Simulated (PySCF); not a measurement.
## Two-component Hartree-Fock for Ga³⁺ (gallium, charge +3)

Start: [Ar] 3d10. Calculated with PySCF 2.14 in x2c-TZVPPall-2c with one added diffuse shell each of s, p, d type (7s8p5d1f, 63 functions): generalised Hartree-Fock with the X2C-1e Hamiltonian and a Gaussian nucleus; spin-orbit coupling (SO) screened by Boettger's factors.

| spinor shell | electrons | ε, screened SO (eV) | weight of nominal j (screened SO) | rms radius, screened SO (bohr) |
| --- | --- | --- | --- | --- |
| 1s1/2 | 2 | -10475.0 | 1.000 | 0.0560 |
| 2s1/2 | 2 | -1374.3 | 1.000 | 0.236 |
| 2p1/2 | 2 | -1215.3 | 1.000 | 0.209 |
| 3s1/2 | 2 | -212.08 | 1.000 | 0.699 |
| 3p1/2 | 2 | -159.06 | 1.000 | 0.729 |
| 3p3/2 | 4 | -155.15 | 1.000 | 0.739 |
| 3d3/2 | 4 | -65.321 | 1.000 | 0.872 |
| 3d5/2 | 6 | -64.809 | 1.000 | 0.877 |

Where does 2p3/2 lie, and what is the 2p spin-orbit splitting (screened SO)?

At -1187.1 eV, 28.171 eV above 2p1/2.

```csv
quantity,screened SO
E (hartree),-1940.21888
M_J,0
⟨J²⟩,0.000
⟨L²⟩,0.002
⟨S²⟩,0.002
```
